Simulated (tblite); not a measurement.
Species: C₇H₁₀F₂.
Z-matrix (Å and degrees, GFN2-xTB geometry), rows numbered from 1:
```
C 
C   1  1.5228
C   2  1.5351  1  111.61
C   3  1.4796  2  111.49  1   -64.94
C   4  1.3368  3  135.36  2   115.66
C   5  1.5019  4   93.02  3  -179.40
F   6  1.3593  5  116.90  4  -117.09
F   6  1.3601  5  116.80  4   117.12
C   4  1.5165  3  129.72  2   -63.48
H   1  1.0875  2  110.65  3    58.70
H   1  1.0876  2  110.42  3   -61.14
H   1  1.0871  2  110.47  3   178.96
H   2  1.0914  1  109.56  3   120.47
H   2  1.0914  1  109.80  3  -121.36
H   3  1.0932  2  108.94  1   175.14
H   3  1.0914  2  109.73  1    56.35
H   5  1.0715  4  135.68  3     0.84
H   9  1.0880  4  116.29  3    65.46
H   9  1.0883  4  115.96  3   -66.53
```

Level: GFN2-xTB in tblite, geometry and Hessian alike; calculated harmonic values, unscaled, isolated species. Errors from tens to a few hundred cm⁻¹ against measured bands are possible. One conformer, not necessarily the lowest.

Harmonic wavenumbers (cm⁻¹): 27.7, 58.6, 109.9, 162.8, 228.5, 305.7, 308.5, 352.5, 392.7, 462.8, 488.5, 525.6, 617.3, 764.9, 781.1, 834.5, 889.5, 900.4, 933.1, 994.2, 1008.6, 1043.6, 1052.8, 1086.4, 1095.4, 1113.5, 1116.1, 1180.3, 1200.9, 1248.7, 1276.8, 1287.4, 1319.0, 1340.9, 1417.8, 1429.4, 1456.7, 1490.8, 1500.0, 1504.6, 1704.3, 2961.7, 2979.2, 2991.6, 2996.7, 3009.5, 3014.4, 3038.1, 3041.9, 3046.0, 3163.9.

A = 3471, B = 882.5, C = 809.9 MHz; mass 132.075 u (most abundant isotopes); point group C1, symmetry number 1.

Q: Zero-point energy?

A: Half the sum of the wavenumbers: 33628 cm⁻¹ = 402.28 kJ/mol.

Q: Give the ideal-gas entropy at 500 K and 1 bar in the rigid-rotor, harmonic-oscillator model (classical rotation).

A: Translation 180.51, rotation 128.83, vibration 196.56: S = 505.9 J/(mol K).

Q: And Cp and H(500 K) − H(0)?

A: Cp = 233.14 J/(mol K), of which vibrations give 199.89 (their classical limit is 51 R = 424.0); H(500 K) − H(0) = 66.66 kJ/mol without the zero-point energy, 50.03 from vibrations.

Q: Blend soft modes into free rotors: weight 1/[1 + (100 cm⁻¹/ν̃)⁴] for the oscillator and the rest for a rotor with moment μB/(μ + B), μ = h/(8π²ν), B = 10⁻⁴⁴ kg m². What vibrational entropy results?

A: 178.53 J/(mol K) in place of 196.56, which changes −T·S at 500 K by +9.01 kJ/mol.

Q: Which modes carry the vibrational entropy at 500 K?

A: 27.7 cm⁻¹: 29.35; 58.6 cm⁻¹: 23.12; 109.9 cm⁻¹: 17.92; 162.8 cm⁻¹: 14.69; 228.5 cm⁻¹: 11.95; 305.7 cm⁻¹: 9.64 J/(mol K); the other 45 give 89.88 together.

Q: What must be added to the electronic energy to get the Gibbs energy at 500 K and 1 bar?

A: ZPE + [H(500 K) − H(0)] − T·S = 402.28 + 66.66 − 252.95 = 215.99 kJ/mol.

Q: How do the functions run with temperature in this model?

A: 
| T (K) | S (J/(mol K)) | Cp (J/(mol K)) | H − H(0) (kJ/mol) | G − H(0) (kJ/mol) | ln q(vib) |
| --- | --- | --- | --- | --- | --- |
| 50 | 250.1 | 54.0 | 2.18 | -10.33 | 0.86 |
| 100 | 293.2 | 72.6 | 5.34 | -23.99 | 2.08 |
| 298.15 | 407.1 | 152.3 | 27.39 | -94.00 | 6.78 |
| 373.15 | 444.8 | 184.8 | 40.04 | -125.95 | 8.56 |
| 750 | 614.2 | 300.3 | 134.01 | -326.65 | 17.56 |
| 1000 | 706.9 | 343.3 | 214.84 | -492.10 | 23.21 |

q(vib) and H(0) count from the zero-point level.

Hindered rotation and anharmonicity are outside this model. Other conformers, if any are populated, would add a mixing term that is left out. The structure is chiral; the term R ln 2 for an equal mix with its mirror image is left out.
